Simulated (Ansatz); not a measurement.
C₂H₈OSn (`OC[CH2][SnH3]`), relaxed with RKS PBE0-D4/def2-TZVP in Ansatz 0.2.0 from a PBE-D4/def2-SVP geometry. The force threshold is 0.005 eV/Å; the program also tests the step.

Charge 0, multiplicity 1. Sn: def2 effective core potential.

Start:

```xyz
12

O    -0.705    1.721    1.607
C    -0.763    0.578    0.766
C     0.586    0.424    0.085
Sn    0.684   -1.279   -1.270
H    -1.573    1.811    2.042
H    -1.567    0.678   -0.008
H    -0.999   -0.349    1.348
H     1.387    0.301    0.844
H     0.825    1.335   -0.501
H    -0.496   -1.104   -2.525
H     2.257   -1.371   -1.980
H     0.364   -2.746   -0.408
```

Task: By how much does the energy fall, and how many steps does the optimiser take? (Best estimate.)

Result: Computed: 4.70 kJ/mol, in 6 steps.

Task: Which bonds change most? (Estimate.)

Result: Ansatz gave: C3–Sn4 from 2.178 to 2.148 Å; Sn4–H11 from 1.728 to 1.707 Å; Sn4–H12 from 1.731 to 1.710 Å; Sn4–H10 from 1.731 to 1.710 Å.

Task: Give the relaxed structure. (Estimate.)

Result: The calculation gave: 
```xyz
12

O    -0.707    1.696    1.598
C    -0.755    0.563    0.748
C     0.587    0.418    0.078
Sn    0.678   -1.264   -1.255
H    -1.560    1.793    2.029
H    -1.545    0.684   -0.007
H    -0.989   -0.342    1.327
H     1.371    0.296    0.829
H     0.818    1.317   -0.497
H    -0.492   -1.095   -2.491
H     2.230   -1.357   -1.961
H     0.363   -2.709   -0.397
```
